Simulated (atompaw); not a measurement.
**What one change does to a pseudopotential (Ce, PAW (atompaw))**

cerium (Ce), PAW, made with atompaw 4.2.0.5 (PBE, scalar-relativistic). Core [Kr] 4d10, reference 4f1 5s2 5p6 5d1 6s2 6p0. Waves: 5s (bound): rc 1.95 bohr; 6s (bound): rc 3.00 bohr; 5p (bound): rc 2.15 bohr; 6p (bound, empty): rc 3.00 bohr; 5d (bound): rc 3.00 bohr; 5d channel at 1.55 Ry: rc 3.00 bohr; 4f (bound): rc 1.70 bohr; 4f channel at 0.1 Ry: rc 1.70 bohr. Local part: troulliermartins scheme with l = 4 at 0 Ry, radius 2.95 bohr. Core correction: smooth core density matched at 1.60 bohr. Augmentation charge: sinc compensation charge, radius 2.60 bohr; PAW radius 3.00 bohr; waves and projectors: custom rrkj vanderbiltortho.

Change: reference 4f1 5s2 5p6 5d1 6s1.5 6p0.

Cutoffs: the cutoffs (Ry, on a coarse ladder) from which the occupation-weighted sum of valence levels, in a spherical-Bessel basis at the reference potential, stays within 10 and 1 mRy of its value at 400 Ry; they do not see the model core or the augmentation charge, which bear on the density cutoff.

Q: What does the change do?

A: The potential gets softer (45 Ry and 60 Ry → 40 Ry and 55 Ry); both files keep a bound ghost (s).

```csv
quantity,base,changed
"cutoff, loose",45 Ry,40 Ry
"cutoff, tight",60 Ry,55 Ry
loose cutoff by channel (10 mRy a level),"s 10 Ry, p 15 Ry, d 8 Ry, f 45 Ry","s 10 Ry, p 15 Ry, d 8 Ry, f 40 Ry"
bound ghosts,s,s
s: phases at 3.01 bohr within 0.05 rad from the reference energy up to (Ry; the scan ends near 5),-0.3,n/a
p: phases at 3.01 bohr within 0.05 rad from the reference energy up to (Ry; the scan ends near 5),0.7,0.6
d: phases at 3.01 bohr within 0.05 rad from the reference energy up to (Ry; the scan ends near 5),2.7,2.6
f: phases at 3.01 bohr within 0.05 rad from the reference energy up to (Ry; the scan ends near 5),to the end of the scan,4.4
lowest overlap eigenvalue by channel,"s 0.03, p 0.05, d 0.15, f 1.00","s 0.04, p 0.07, d 0.14, f 1.00"
```

 A true bound ghost makes a file unfit for plane-wave use even where its test errors are small: the radial tests pick states by their node count and pass the ghost by. The cutoffs see the waves, projectors and local potential, not the compensation charge or the core.
